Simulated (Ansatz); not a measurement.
Results of the Gaussian-basis code of Ansatz.

A structure relaxed at PBE0-D4/def2-TZVP, charge 0, multiplicity 1:

| atom | x (Å) | y (Å) | z (Å) |
| --- | --- | --- | --- |
| C1 | -0.132 | -1.108 | 0.108 |
| Ta2 | 0.140 | 1.005 | -0.116 |
| O3 | -1.048 | 1.669 | 0.920 |
| F4 | 1.850 | 1.438 | 0.519 |
| F5 | -0.246 | 1.452 | -1.894 |
| H6 | 0.579 | -1.666 | -0.510 |
| H7 | 0.006 | -1.398 | 1.154 |
| H8 | -1.149 | -1.391 | -0.180 |

(1) Give its formula and SMILES.

(2) Point group (tolerance 0.08 Å, 0.16 Å for H)?

(3) Summarise the bond lengths by kind.

Answers

(1) CH3F2OTa, `[CH3][Ta](=[O])([F])[F]`.

(2) Cs.

(3) 1 × C–Ta 2.142 Å; 3 × C–H 1.094 to 1.095 Å; 1 × O–Ta 1.710 Å; 2 × F–Ta 1.874 Å.
